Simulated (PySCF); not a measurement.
# KCl at PBE0

Computed with PBE0; PySCF, no relativity, basis sets K def2-SVPD, Cl def2-SVPD.

* state: ¹Σ⁺ (singlet), closed shell
* bond length: 2.710 Å
* harmonic wavenumber: 276 cm⁻¹
* force constant: 0.826 mdyn/Å
* rotational constant Be: 0.1246 cm⁻¹
* anharmonicity ωexe: 1.23 cm⁻¹
* vibration–rotation constant αe: 0.000777 cm⁻¹
* well depth De to K + Cl: 4.34 eV
* dissociation energy D0: 4.33 eV
* HOMO–LUMO gap: 4.65 eV
* bond order (Mayer): 0.04
* dipole moment (positive dipole means K(−)Cl(+)): -10.61 D
